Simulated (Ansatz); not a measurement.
Process, species as SMILES: CB(S)S -> [CH2]B(S)S + H atom (the C-H bond at the site shown breaks; other sites are not compared here)
Geometries: B3LYP-D3(BJ)/def2-TZVP minima from Ansatz (a quantum-chemistry and plane-wave program), one conformer each, not searched for the lowest.
Geometry of the first species:
SMILES: CB(S)S
```xyz
9

C     -1.8215    -0.1616    -0.5308
B     -0.3208    -0.0318    -0.0936
S      0.4834     1.5635     0.1837
S      0.6355    -1.5441     0.1401
H     -2.1488    -1.1948    -0.6545
H     -1.9895     0.3597    -1.4776
H     -2.4760     0.3123     0.2063
H     -0.5715     2.3475    -0.0990
H      1.8163    -1.0075     0.4964
```
Charge 0, spin multiplicity 1.

Wanted: bond dissociation energy (electronic energy difference), in kcal/mol. Correlated levels leave the core frozen unless marked. Open shells are spin-unrestricted. Spin-orbit coupling is left out. No relativistic terms. CBS marks a two-point X^-3 extrapolation of the correlation energy; Hartree-Fock from the larger set.

CCSD(T)/CBS(aug-cc-pV(T+d)Z,aug-cc-pV(Q+d)Z) (Ansatz) gives 103.4 kcal/mol.

Task: Another calculation gave 100.7 kcal/mol. Which level was it?
A. r2SCANh/def2-TZVPD (Ansatz)
B. SVWN5/def2-TZVPD (Ansatz)
C. B97M-V/def2-TZVPD (Ansatz)

Result: C, B97M-V/def2-TZVPD (Ansatz). The others give 98.0 (r2SCANh), 110.6 (SVWN5) kcal/mol.
